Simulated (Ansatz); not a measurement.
```yaml
crystal:
  periodic: [false, false, false]
  atoms:
    - {symbol: Cl, position_ang: [-1.347054, -2.735050, 0.528472]}
    - {symbol: Al, position_ang: [-0.326111, -1.113492, -0.235460]}
    - {symbol: B, position_ang: [0.670949, 0.580605, -0.749587]}
    - {symbol: N, position_ang: [-0.086543, 0.516178, 0.465952]}
    - {symbol: H, position_ang: [1.247125, 1.417219, -1.348131]}
    - {symbol: H, position_ang: [-0.112509, 1.321956, 1.125272]}
basis:
  gaussian: {orbitals: "6-311G**"}
hamiltonian: {xc: {name: PBE0}, dispersion: d3bj}
accuracy: high
output: {forces: true}
```

```sh
$ ansatz run in.yaml --threads 2 --pin off --events-out ev --progress --plain --max-ram 4352MiB
```

Problem. How does Ansatz answer? (Best estimate.)

Solution. Computed: The program refused the input.
```
Error: <dir> can't be read: No such file or directory (os error 2)
```
